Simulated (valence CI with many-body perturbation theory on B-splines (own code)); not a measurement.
## Zn25+ in brief

Level of theory: valence CI with perturbative core correlation (CI+MBPT): three valence electrons over a frozen Dirac-Fock core [He], radial functions for each j: 11 s, 11 p, 9 d, 7 f, 5 g, 2 h, 1 i, with the one-electron correlation potential Σ1 (screened to all orders), the two-electron term Σ2, the three-electron term Σ3, Breit, model QED; selected single and double excitations, second order for the rest (own B-spline code, finite nucleus).

No measured spectrum was set against this ion. As an estimate, levels of excited configurations hold to 0.05 to 0.15 % of their energy, terms of the ground configuration to about 0.5 %.

Names give the largest LS component (configuration and term), which can be under half, so a name can repeat, a term be missing and a line seem to break the LS rules; names also repeat where a configuration has a term twice.

Rates and lifetimes use the calculated energies. Strong lines usually hold to 10 to 20 %, long lifetimes can be off by a factor of two.

(1) What is the ground level?

(2) How is the term 2P° of the ground level split?

(3) How well does LS coupling describe the low levels?

(4) What are the static dipole polarisabilities of the lowest levels?

(5) What is the ionisation energy?

Answers

(1) 2s2 2p 2P°_1/2, composition 98 % 2s2 2p 2P°, g = 0.659.

(2) J = 1/2 at 0.0, J = 3/2 at 27.5 eV.

(3) Among the lowest 20 levels the leading LS term, summed over configurations, holds 90 % on average. For single configurations the figures are 88 % in LS and 87 % in jj coupling. Terms mix most in the J = 1/2 level at 162.0 eV, where the leading one holds 67 %.

(4) 2s2 2p 2P°_1/2 0.00754; 2s2 2p 2P°_3/2 0.00772 (tensor 0.00071) bohr³, of which the core gives 1.11e-05.

(5) 2492.1 eV; NIST lists 2491.5 ± 1.1 eV (semi-empirical).
